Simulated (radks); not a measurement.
Values are calculated unless marked as measured or tabulated.
The mean radii <r> (bohr) of the occupied orbitals of an atom or ion are listed with their occupations. Level of theory: Dirac Kohn-Sham, B86b exchange with PBE correlation, spin-unpolarised, spherical densities, point nucleus (a radial shooting solver on a logarithmic mesh with Libxc functionals).

orbital     occ.      <r>
1s1/2          2  0.02001
2s1/2          2  0.08429
2p1/2          2  0.07007
2p3/2          4  0.07746
3s1/2          2   0.2205
3p1/2          2   0.2103
3p3/2          4   0.2241
3d3/2          4   0.1973
3d5/2          6   0.2016
4s1/2          2   0.4977
4p1/2          2   0.5061
4p3/2          4   0.5380
4d3/2          4   0.5651
4d5/2          6   0.5764
5s1/2          2    1.231
5p1/2          2    1.394
5p3/2          4    1.511
6s1/2          2    3.963
4f5/2    5.57143   0.7984
4f7/2    7.42857   0.8237

Name the element and its charge. Open shells, if any, are shared by 2j + 1.

Answer. Z = 69, thulium, charge 0: Tm in [Xe] 4f13 6s2. The 1s radius gives Z: for a bare nucleus <r> = (2 gamma + 1)/(2Z) with gamma = sqrt(1 - (Z/c)^2), 0.01977 bohr for Z = 69, and screening makes it slightly larger (0.02001 here). The occupations add up to 69, and the charge is Z minus that.
